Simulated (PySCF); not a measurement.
CuO⁺: energy against distance

Set-up: PySCF, scalar-relativistic core potentials, basis sets Cu cc-pVDZ-PP with ECP10, O cc-pVDZ. Energies in eV from Cu⁺ (3d10) + O in their ground configurations at the same level. State: ³Σ⁻ (triplet), unpaired electrons π ↑↑.

All columns are PBE0. A positive dipole points towards O; it is taken about the centre of mass and depends on that origin.

| R (Å) | E (eV) | μ (D) | Mulliken charge on Cu (basis-dependent) | HOMO (eV) | LUMO (eV) | Mayer bond order | ⟨S²⟩ |
| --- | --- | --- | --- | --- | --- | --- | --- |
| 1.534 | -0.856 | -2.75 | 0.95 | -16.24 | -11.98 | 1.49 | 2.01 |
| 1.606 | -1.264 | -2.63 | 0.94 | -16.19 | -11.90 | 1.36 | 2.02 |
| 1.677 | -1.470 | -2.47 | 0.93 | -16.11 | -11.83 | 1.24 | 2.02 |
| 1.730 | -1.535 | -2.35 | 0.91 | -16.02 | -11.76 | 1.15 | 2.02 |
| 1.784 | -1.550 | -2.21 | 0.90 | -15.92 | -11.70 | 1.07 | 2.01 |
| 1.837 | -1.530 | -2.07 | 0.89 | -15.80 | -11.63 | 0.99 | 2.01 |
| 1.909 | -1.469 | -1.89 | 0.88 | -15.63 | -11.53 | 0.88 | 2.01 |
| 1.998 | -1.364 | -1.67 | 0.87 | -15.40 | -11.39 | 0.75 | 2.01 |
| 2.105 | -1.226 | -1.45 | 0.86 | -15.15 | -11.21 | 0.61 | 2.01 |
| 2.248 | -1.051 | -1.27 | 0.85 | -14.89 | -10.93 | 0.46 | 2.01 |

A fit through these points gives, at Re = 1.776 Å, μ = -2.23 D and dμ/dR = 2.55 D/Å; the reduced mass is 12.75 u.

Q: How strong is the fundamental in the double-harmonic approximation, I = 42.26·(dμ/dR)²/μred km/mol?

A: I = 42.26·(2.55)²/12.75 = 21.6 km/mol at PBE0.

For an ion De counts to the pair picked by the measured ionisation energies or electron affinities, which need not be the lowest pair at this level. With d or f electrons several states lie close, and the lowest PBE0 determinant need not be the measured ground state.
